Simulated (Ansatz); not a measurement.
Input file for Ansatz (an electronic-structure program): R-PBE0/def2-TZVPP on C3H8O (SMILES CCOC), a point of a torsion scan.

Ansatz 0.2 input:
```yaml
crystal:
  periodic: [false, false, false]
  atoms:
    - {symbol: C, position_ang: [0.41100727, -1.30380826, 1.19119074]}
    - {symbol: C, position_ang: [0.55348994, -0.73358971, -0.21669586]}
    - {symbol: O, position_ang: [-0.65247279, -0.42859825, -0.89146491]}
    - {symbol: C, position_ang: [-1.66462402, 0.16476784, -0.11851383]}
    - {symbol: H, position_ang: [1.39382461, -1.60074958, 1.54771721]}
    - {symbol: H, position_ang: [0.00520951, -0.56616894, 1.87838625]}
    - {symbol: H, position_ang: [-0.23454841, -2.17958376, 1.18756297]}
    - {symbol: H, position_ang: [1.17125967, 0.17930621, -0.15993381]}
    - {symbol: H, position_ang: [1.05833337, -1.45048474, -0.86846515]}
    - {symbol: H, position_ang: [-1.30691905, 1.06688899, 0.39367885]}
    - {symbol: H, position_ang: [-2.08047299, -0.52735259, 0.62059405]}
    - {symbol: H, position_ang: [-2.44784058, 0.44409465, -0.82166418]}
basis:
  gaussian:
    orbitals: def2-TZVPP
hamiltonian:
  xc: {name: PBE0}
scf: {lower_state_search: off}
```

The head of its log:

```
WARN ansatz: RAYON_NUM_THREADS=1 ignored (pool sized by the plan → 1); use --threads N
Functional definition: PBE0
these checks for a lower state are left out or cut short: stability, starts, cluster_reference, orbital_swaps, neighbouring_geometries, increment
integrals: 0.13 GiB planned
1163 factors; their error is unknown
mean field: 1.28 GiB planned
mean field evaluation 1: about -5276.5049 eV, gradient 5.8e1 eV
mean field evaluation 2: about -5274.1467 eV, gradient 6.6e1 eV
```

Question: Give the final energy of this run.

Answer: -194.1837 hartree.
